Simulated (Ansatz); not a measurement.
CH4O2SeSi can be A, `O[Si]1([SeH])CO1`, or B, `O=C([SeH])O[SiH3]`.

Computed with Ansatz on PBE0-D4/def2-TZVP structures; ΔE is electronic, products minus reactants. CCSD(T)/CBS is the MP2 limit (def2-TZVPP, def2-QZVPP) plus CCSD(T) − MP2 in def2-TZVPP, frozen cores. DFT in def2-TZVPP. B3LYP here is the variant with VWN-RPA as its local correlation; programs differ in this. For Se outer-core shells are correlated without core-valence functions, which leaves a few kJ/mol of doubt a bond. Scalar relativity is left out up to krypton. Each species was taken in one conformer, which may not be the lowest.

Problem. Which is lower in electronic energy at CCSD(T)/CBS, and by how much? (Estimate.)

Solution. The calculation gave: A, by 24.0 kcal/mol.

Problem. Give E(B) − E(A) in kcal/mol with r2SCAN-D4, MP2/def2-TZVPP, B3LYP, HF/def2-TZVPP, ωB97M-V, B3LYP-D4, CCSD(T)/def2-TZVPP. (An estimate is asked.)

Solution. The calculation gave: r2SCAN-D4 20.7, MP2/def2-TZVPP 23.5, B3LYP 17.3, HF/def2-TZVPP 14.6, ωB97M-V 22.0, B3LYP-D4 17.6, CCSD(T)/def2-TZVPP 20.8. None reverses the order clearly.

Largest T1 diagnostic: 0.014.

In def2-TZVPP, CCSD(T) changes the Hartree–Fock value by +6.1 kcal/mol (the triples alone add −0.6 kcal/mol) and MP2 by +8.9 kcal/mol. From PBE to PBE0 (25 % exact exchange), in def2-TZVPP and without D4, E(B) − E(A) moves by +2.8 kcal/mol.
